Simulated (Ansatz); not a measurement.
```yaml
crystal:
  periodic: [false, false, false]
  atoms:
    - {symbol: Cu, position_ang: [0.586889, 1.188714, 0.198875]}
    - {symbol: H, position_ang: [-1.057657, 1.554293, 0.205186]}
    - {symbol: Cu, position_ang: [-1.336642, -0.086974, -0.053628]}
    - {symbol: H, position_ang: [-0.828002, -1.676952, -0.280753]}
    - {symbol: Cu, position_ang: [0.749731, -1.101740, -0.145239]}
    - {symbol: H, position_ang: [1.885680, 0.122668, 0.075558]}
basis:
  gaussian: {orbitals: cc-pVDZ}
magnetization: {spin_polarized: true, initial_magnetization: 0}
hamiltonian: {xc: {name: wB97}}
output: {forces: true}
```

```sh
$ ansatz run in.yaml --threads 4 --pin off --events-out ev --progress --plain --max-ram 3916MiB
```

It prints (some lines left out):

```
Functional definition: wB97
1788 factors; their error is unknown
320 factors; integrals over basis functions are off by at most 1.6e-4 eV
mean field evaluation 1: about -133976.9360 eV, gradient 7.0e1 eV
mean field evaluation 2: about -133910.9002 eV, gradient 2.3e2 eV
mean field evaluation 4: about -133987.4267 eV, gradient 3.3e0 eV
mean field evaluation 8: about -133987.4604 eV, gradient 1.4e-1 eV
mean field evaluation 16: about -133987.4396 eV, gradient 2.2e-4 eV
mean field -133987.43963396 eV, -4923.9475865995 hartree, gradient 6.0e-5 eV, S^2 0.000000; 0 other end points of the search recorded, 0 dependent functions left out
reference -133987.43961929 eV, -4923.9475860605 hartree; 45, 45 occupied and 99, 99 virtual orbitals, 1788 factors
Total energy: -133987.43961929 eV, -4923.9475860605 hartree
Atom 0 at     0.586889     1.188714     0.198875 Å, force     0.318355     0.644029     0.107918 eV/Å
Atom 1 at    -1.057657     1.554293     0.205186 Å, force     0.098814    -0.145692    -0.019413 eV/Å
Atom 2 at    -1.336642    -0.086974    -0.053628 Å, force    -0.724864    -0.046625    -0.028929 eV/Å
Atom 3 at    -0.828002    -1.676952    -0.280753 Å, force     0.077641     0.157014     0.026422 eV/Å
Atom 4 at     0.749731    -1.101740    -0.145239 Å, force     0.406702    -0.597384    -0.079011 eV/Å
Atom 5 at     1.885680     0.122668     0.075558 Å, force    -0.176647    -0.011342    -0.006986 eV/Å
Dipole moment:    -0.000015    -0.000000     0.000003 e Å
```

Run time 28 s (4 threads of Intel Xeon on a shared host), peak host memory 0.59 GiB.
